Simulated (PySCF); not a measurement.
## Worked example: oscillator strength and radiative lifetime

Ga(I)(Me)2 (C2H6GaI), SMILES [CH3][Ga]([CH3])[I].

Geometry optimised at PBE0-D3(BJ)/def2-SVP. The structure was generated by enumeration; whether it is a known compound was not checked. The def2 effective core potentials stand for the cores of I; spin–orbit coupling is left out.

PySCF 2.14.0 with TDDFT-PBE/def2-SVPD puts the first singlet state with f over 0.02 at 4.74 eV (vertical), with the transition dipole (0.638, -0.001, 0.000) in atomic units.

Question: Find the oscillator strength, the wavelength and the radiative lifetime that this transition would have in vacuum if emission retraced absorption.

Answer: 
|μ|² = 0.4070 au, so |μ| = 1.62 D. ΔE = 4.74/27.211 = 0.1742 hartree. f = (2/3) ΔE |μ|² = 0.047 (the program prints 0.047).
λ = 1239.84/4.74 = 262 nm; ν = 38231 cm⁻¹.
Einstein's coefficient A = 0.6670 ν² f s⁻¹ (ν in cm⁻¹) = 4.6e7 s⁻¹, so τ = 1/A = 22 ns. This state is S2; the lower singlet has f = 0.000. The figure is the radiative limit of this one transition; relaxation, internal conversion, crossing to triplets and a medium change what is measured.
